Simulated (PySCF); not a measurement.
Isomers of C7H10F3P.

All values: PBE0/pcSseg-1 (PySCF) at GFN2-xTB geometries, gas phase, one conformer each.

Question: Rank by dipole moment, lowest first.
A. `[CH2:1]=[CH:2][P:3]([CH2:4][CH2:5][CH3:6])[C:7]([F:8])=[C:9]([F:10])[F:11]` with C1–C2–P3–C4 125°, C2–P3–C4–C5 -77°, P3–C4–C5–C6 -176°, C2–P3–C7–F8 -125°
B. `C#CP(C(C)(C)C)C(F)(F)F`
C. `[CH3:1][C:2]1=[CH:3][CH2:4][P:5]([CH2:6][C:7]([F:8])([F:9])[F:10])[CH2:11]1` with C4–P5–C6–C7 -178°, C2–C3–C4–P5 15°, C3–C4–P5–C6 79°, C4–P5–C11–C2 19°, C1–C2–C11–P5 167°
D. `[CH2:1]=[CH:2]/[C:3]([CH3:4])=[P:5]/[CH2:6][CH2:7][C:8]([F:9])([F:10])[F:11]` with C1–C2–C3–C4 -3°, C3–P5–C6–C7 77°, P5–C6–C7–C8 -178°
E. `[CH3:1][C:2]1=[C:3]([C:4]([F:5])([F:6])[F:7])[P:8]([CH3:9])[CH2:10][CH2:11]1` with C2–C3–P8–C9 -91°, C3–P8–C10–C11 -16°, P8–C10–C11–C2 20°, C1–C2–C11–C10 166°
F. `[CH2:1]=[CH:2][P:3]([CH2:4][C:5]([F:6])([F:7])[F:8])[CH:9]1[CH2:10][CH2:11]1` with C1–C2–P3–C4 136°, C2–P3–C4–C5 -78°, C2–P3–C9–C10 101°

Answer: D (2.09 D), A (2.34 D), B (2.72 D), F (3.13 D), C (3.31 D), E (3.94 D).

Question: Rank by the highest Hirshfeld charge on any atom, lowest value first.
A. `[CH2:1]=[CH:2][P:3]([CH2:4][C:5]([F:6])([F:7])[F:8])[CH:9]1[CH2:10][CH2:11]1` with C1–C2–P3–C4 136°, C2–P3–C4–C5 -78°, C2–P3–C9–C10 101°
B. `[CH3:1][CH2:2][C:3]1=[CH:4][CH2:5][CH2:6][P:7]1[C:8]([F:9])([F:10])[F:11]` with C1–C2–C3–C4 123°, C3–C4–C5–C6 10°, C4–C5–C6–P7 -14°, C5–C6–P7–C8 -83°, C2–C3–P7–C6 173°
C. `[CH2:1]=[P@@:2]([CH3:3])([C:4]([F:5])=[C:6]([F:7])[F:8])[CH:9]1[CH2:10][CH2:11]1` with C1–P2–C4–F5 88°, C1–P2–C9–C10 47°
D. `[CH2:1]=[CH:2][P:3]([CH2:4][CH2:5][CH3:6])[C:7]([F:8])=[C:9]([F:10])[F:11]` with C1–C2–P3–C4 125°, C2–P3–C4–C5 -77°, P3–C4–C5–C6 -176°, C2–P3–C7–F8 -125°
E. `C#CP(C(C)(C)C)C(F)(F)F`

Answer: D (+0.155 e), B (+0.203 e), E (+0.214 e), A (+0.253 e), C (+0.359 e).

Question: Rank by the highest IAO charge on any atom, highest value first.
A. `[CH2:1]=[P@@:2]([CH3:3])([C:4]([F:5])=[C:6]([F:7])[F:8])[CH:9]1[CH2:10][CH2:11]1` with C1–P2–C4–F5 88°, C1–P2–C9–C10 47°
B. `CC(C)(C)C1=C(C(F)(F)F)P1`
C. `[CH2:1]=[CH:2][P:3]([CH2:4][CH2:5][CH3:6])[C:7]([F:8])=[C:9]([F:10])[F:11]` with C1–C2–P3–C4 125°, C2–P3–C4–C5 -77°, P3–C4–C5–C6 -176°, C2–P3–C7–F8 -125°
D. `[CH3:1][C:2]#[C:3][P:4]([CH:5]([CH3:6])[CH3:7])[C:8]([F:9])([F:10])[F:11]` with C3–P4–C5–C6 68°

Answer: A (+1.194 e), B (+0.803 e), D (+0.629 e), C (+0.516 e).

All values together:

```csv
SMILES,μ (D),HOMO (eV),LUMO (eV),lowest IAO charge (e),highest IAO charge (e),lowest Hirshfeld charge (e),highest Hirshfeld charge (e)
C#CP(C(C)(C)C)C(F)(F)F,2.72,-7.39,-0.54,-0.422 (C),+0.629 (C),-0.131 (C),+0.214 (C)
CC#CP(C(C)C)C(F)(F)F,3.00,-7.10,-0.28,-0.440 (C),+0.629 (C),-0.145 (C),+0.210 (C)
C=C/C(C)=P/CCC(F)(F)F,2.09,-6.67,-2.15,-0.444 (C),+0.809 (C),-0.123 (C),+0.262 (C)
CC(C)(C)/C=P\C(F)=C(F)F,2.33,-7.12,-1.99,-0.414 (C),+0.513 (C),-0.125 (C),+0.149 (C)
CC(C)(C)C1=C(C(F)(F)F)P1,3.33,-7.20,-0.87,-0.414 (C),+0.803 (C),-0.118 (C),+0.257 (C)
CC1=C(C(F)(F)F)P(C)CC1,3.94,-6.69,-0.73,-0.611 (C),+0.797 (C),-0.171 (C),+0.252 (C)
CCC1=CCCP1C(F)(F)F,2.77,-7.04,-0.36,-0.442 (C),+0.621 (C),-0.121 (C),+0.203 (C)
C=CP(CC(F)(F)F)C1CC1,3.13,-7.27,-0.41,-0.491 (C),+0.808 (C),-0.143 (C),+0.253 (C)
C=[P@@](C)(C(F)=C(F)F)C1CC1,2.26,-5.66,-0.34,-0.910 (C),+1.194 (P),-0.309 (C),+0.359 (P)
FC(F)(F)CCP1CC=CC1,2.46,-7.01,0.15,-0.448 (C),+0.810 (C),-0.122 (C),+0.261 (C)
C=CP(CCC)C(F)=C(F)F,2.34,-6.73,-0.60,-0.427 (C),+0.516 (P),-0.115 (C),+0.155 (P)
CC1=CCP(CC(F)(F)F)C1,3.31,-7.04,0.22,-0.492 (C),+0.809 (C),-0.145 (C),+0.253 (C)
```

Conformers: `[CH3:1][C:2]#[C:3][P:4]([CH:5]([CH3:6])[CH3:7])[C:8]([F:9])([F:10])[F:11]` with C3–P4–C5–C6 68°; `[CH2:1]=[CH:2]/[C:3]([CH3:4])=[P:5]/[CH2:6][CH2:7][C:8]([F:9])([F:10])[F:11]` with C1–C2–C3–C4 -3°, C3–P5–C6–C7 77°, P5–C6–C7–C8 -178°; `[CH3:1][C:2]([CH3:3])([CH3:4])/[CH:5]=[P:6]\[C:7]([F:8])=[C:9]([F:10])[F:11]` with C5–P6–C7–F8 66°; `[CH3:1][C:2]1=[C:3]([C:4]([F:5])([F:6])[F:7])[P:8]([CH3:9])[CH2:10][CH2:11]1` with C2–C3–P8–C9 -91°, C3–P8–C10–C11 -16°, P8–C10–C11–C2 20°, C1–C2–C11–C10 166°; `[CH3:1][CH2:2][C:3]1=[CH:4][CH2:5][CH2:6][P:7]1[C:8]([F:9])([F:10])[F:11]` with C1–C2–C3–C4 123°, C3–C4–C5–C6 10°, C4–C5–C6–P7 -14°, C5–C6–P7–C8 -83°, C2–C3–P7–C6 173°; `[CH2:1]=[CH:2][P:3]([CH2:4][C:5]([F:6])([F:7])[F:8])[CH:9]1[CH2:10][CH2:11]1` with C1–C2–P3–C4 136°, C2–P3–C4–C5 -78°, C2–P3–C9–C10 101°; `[CH2:1]=[P@@:2]([CH3:3])([C:4]([F:5])=[C:6]([F:7])[F:8])[CH:9]1[CH2:10][CH2:11]1` with C1–P2–C4–F5 88°, C1–P2–C9–C10 47°; `[F:1][C:2]([F:3])([F:4])[CH2:5][CH2:6][P:7]1[CH2:8][CH:9]=[CH:10][CH2:11]1` with C2–C5–C6–P7 179°, C5–C6–P7–C8 85°, C6–P7–C8–C9 80°, P7–C8–C9–C10 13°, C9–C10–C11–P7 -13°, C6–P7–C11–C10 -82°; `[CH2:1]=[CH:2][P:3]([CH2:4][CH2:5][CH3:6])[C:7]([F:8])=[C:9]([F:10])[F:11]` with C1–C2–P3–C4 125°, C2–P3–C4–C5 -77°, P3–C4–C5–C6 -176°, C2–P3–C7–F8 -125°; `[CH3:1][C:2]1=[CH:3][CH2:4][P:5]([CH2:6][C:7]([F:8])([F:9])[F:10])[CH2:11]1` with C4–P5–C6–C7 -178°, C2–C3–C4–P5 15°, C3–C4–P5–C6 79°, C4–P5–C11–C2 19°, C1–C2–C11–P5 167°.
